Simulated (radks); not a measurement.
Neutral fluorine inside a hard spherical wall (all orbitals vanish at R), configuration held at [He] 2s2 2p5 and not refilled when levels cross. Calculated with a radial shooting solver on a logarithmic mesh with Libxc functionals: non-relativistic Kohn-Sham, PBEsol, spin-polarised, spherical densities, point nucleus; open shells are filled with parallel spins first. Eigenvalues in eV for spin up, with the zero of energy where the potential of the charges vanishes at infinity; a dash marks a level that is unbound or too diffuse for the functional's potential to be trusted. A positive occupied level is held by the wall or, in an anion where self-interaction has pushed it up, behind a barrier. The pressure on the wall is -dE/dV.

R (bohr) = free: E (hartree) -99.37004; kinetic (hartree) 99.079; e(1s) -660.70; e(2s) -30.406; e(2p) -11.810; e(3s, empty) -; e(3p, empty) -; pressure (GPa) 0
R (bohr) = 12: E (hartree) -99.37004; kinetic (hartree) 99.079; e(1s) -660.70; e(2s) -30.406; e(2p) -11.810; e(3s, empty) -; e(3p, empty) -; pressure (GPa) < 0.0001
R (bohr) = 10: E (hartree) -99.37004; kinetic (hartree) 99.079; e(1s) -660.70; e(2s) -30.406; e(2p) -11.810; e(3s, empty) 0.346; e(3p, empty) 1.935; pressure (GPa) < 0.0001
R (bohr) = 8: E (hartree) -99.37002; kinetic (hartree) 99.079; e(1s) -660.70; e(2s) -30.404; e(2p) -11.807; e(3s, empty) 0.939; e(3p, empty) 3.079; pressure (GPa) 0.00102
R (bohr) = 6: E (hartree) -99.36946; kinetic (hartree) 99.084; e(1s) -660.64; e(2s) -30.358; e(2p) -11.761; e(3s, empty) 2.855; e(3p, empty) 6.084; pressure (GPa) 0.0685
R (bohr) = 5: E (hartree) -99.36643; kinetic (hartree) 99.108; e(1s) -660.41; e(2s) -30.194; e(2p) -11.590; e(3s, empty) 5.499; e(3p, empty) 9.694; pressure (GPa) 0.622
R (bohr) = 3: E (hartree) -99.19609; kinetic (hartree) 99.993; e(1s) -654.79; e(2s) -26.575; e(2p) -7.513; e(3s, empty) 30.714; e(3p, empty) 37.504; pressure (GPa) 95.2
R (bohr) = 2.5: E (hartree) -98.85469; kinetic (hartree) 101.442; e(1s) -647.71; e(2s) -22.026; e(2p) -2.327; e(3s, empty) 54.976; e(3p, empty) 61.047; pressure (GPa) 434
